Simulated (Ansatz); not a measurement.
Geometry optimisation, UKS r2SCANh/def2-SVP in Ansatz.

Input:

```yaml
crystal:
  periodic: [false, false, false]
  atoms:
    - { symbol: C, position_ang: [2.7164, 0.0273, 0.5503] }
    - { symbol: C, position_ang: [1.5298, -0.3377, 0.533] }
    - { symbol: Al, position_ang: [-0.3259, -0.9871, 0.5115] }
    - { symbol: C, position_ang: [-1.6372, 0.0592, -0.4151] }
    - { symbol: H, position_ang: [3.666, 0.4225, 0.5248] }
    - { symbol: H, position_ang: [-1.7877, 1.0753, 0.0376] }
    - { symbol: H, position_ang: [-1.4249, 0.1432, -1.4822] }
    - { symbol: H, position_ang: [-2.6444, -0.4598, -0.3157] }
magnetization:
  spin_polarized: true
  initial_magnetization: 1
basis:
  gaussian: { orbitals: def2-SVP }
hamiltonian:
  xc: r2scanh
relax:
  f_tol: 0.02
  max_steps: 50
```

Launched with:

```bash
$ ansatz run input.yaml --threads 2 --pin off --max-ram 3072MiB --backend cpu --events-out ev --progress --plain --runs-dir out
```

Where does it end, and by what steps?

It converged. After 5 steps the energy has fallen by 0.156 eV; H5 moved furthest, 0.07 Å.

```json
{"step": "0", "energy less start (eV)": "0.0000", "largest force component (eV/Å)": "3.598", "accepted": "yes"}
{"step": "1", "energy less start (eV)": "-0.1339", "largest force component (eV/Å)": "0.756", "accepted": "yes"}
{"step": "2", "energy less start (eV)": "-0.1517", "largest force component (eV/Å)": "0.174", "accepted": "yes"}
{"step": "3", "energy less start (eV)": "-0.1563", "largest force component (eV/Å)": "0.024", "accepted": "yes"}
{"step": "4", "energy less start (eV)": "-0.1563", "largest force component (eV/Å)": "0.025", "accepted": "yes"}
{"step": "5", "energy less start (eV)": "-0.1564", "largest force component (eV/Å)": "0.005", "accepted": "yes"}
```

```xyz
8
Properties=species:S:1:pos:R:3
C 2.681 0.062 0.530
C 1.508 -0.290 0.492
Al -0.283 -0.989 0.531
C -1.685 0.024 -0.395
H 3.707 0.380 0.558
H -1.743 1.039 0.034
H -1.408 0.144 -1.456
H -2.685 -0.427 -0.349
```

Whether the end is a true minimum wasn't checked by a vibrational analysis.

Run time: 17 s on 2 threads of AMD EPYC 9R14 (Zen 4), on a shared host, peak memory 0.26 GiB.
